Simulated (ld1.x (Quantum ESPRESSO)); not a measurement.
# Rh (Z = 45), TM semilocal: configuration errors across variants

- Element: Rh
- Generator: ld1.x (Quantum ESPRESSO) 7.5
- Type: norm-conserving Troullier–Martins (semilocal form)
- Functional: revPBE
- Relativity: scalar-relativistic
- Frozen core: [Ar] 3d10
- Valence charge: 17
- Reference configuration: 4s2 4p6 4d7 5s0 5p0 (charge +2)
- Partial waves: 4p (bound): rc 1.40 bohr; 4d (bound): rc 1.50 bohr; 4s (bound): rc 0.95 bohr
- Local potential: the s channel
- Core correction: none

All-electron excitation energies from the reference (eV): (1) 4s2 4p6 4d8 5s1 5p0 -26.753; (2) 4s2 4p6 4d8 5s0 5p0 -19.424; (3) 4s2 4p6 4d6 5s0 5p0 32.427; (4) 4s2 4p6 4d8 5s0 5p1 -23.190; (5) 4s2 4p6 4d5 5s0 5p0 79.306; (6) 4s2 4p6 4d8 5s0.5 5p0 -23.894; (7) 4s1 4p6 4d8 5s1 5p0 62.225.

A semilocal file is local in each channel, so a ghost entry of none says nothing of the separable form that plane-wave codes build from it.

Errors AE − PS in meV (a dash: test not solved or not reliable):

| change | (1) | (2) | (3) | (4) | (5) | (6) | (7) | bound ghosts |
| --- | --- | --- | --- | --- | --- | --- | --- | --- |
| base | +67 | +1.6 | +0.2 | +37 | +11 | +39 | +83 | none |
| wave 4p (bound): rc 1.40 bohr becomes 4p (bound): rc 0.88 bohr | +67 | +1.4 | -0.6 | +17 | +6.5 | +39 | +79 | none |
| wave 4p (bound): rc 1.40 bohr becomes 4p (bound): rc 1.00 bohr | +67 | +1.3 | -0.9 | +12 | +4.6 | +39 | +77 | none |
| wave 4p (bound): rc 1.40 bohr becomes 4p (bound): rc 1.18 bohr | +67 | +1.3 | -0.7 | +15 | +5.6 | +39 | +78 | none |
| wave 4p (bound): rc 1.40 bohr becomes 4p (bound): rc 1.32 bohr | +67 | +1.5 | -0.3 | +25 | +8.1 | +39 | +80 | none |
| wave 4p (bound): rc 1.40 bohr becomes 4p (bound): rc 1.44 bohr | +67 | +1.6 | +0.4 | +42 | +13 | +39 | +83 | none |
| wave 4p (bound): rc 1.40 bohr becomes 4p (bound): rc 1.58 bohr | +67 | +2.0 | +1.4 | +67 | +19 | +40 | +86 | none |
| wave 4p (bound): rc 1.40 bohr becomes 4p (bound): rc 1.88 bohr | +68 | +2.5 | +2.8 | +106 | +27 | +40 | +89 | none |
| wave 4p (bound): rc 1.40 bohr becomes 4p (bound): rc 1.96 bohr | +68 | +2.5 | +2.9 | +107 | +27 | +40 | +89 | none |
| wave 4p (bound): rc 1.40 bohr becomes 4p (bound): rc 2.12 bohr | +67 | +2.3 | +2.4 | +94 | +25 | +40 | +89 | none |

Q: Give the same row for: wave 4p (bound): rc 1.40 bohr becomes 4p (bound): rc 1.70 bohr.

A: +67, +2.1, +1.9, +81, +22, +40, +87; bound ghosts: none.
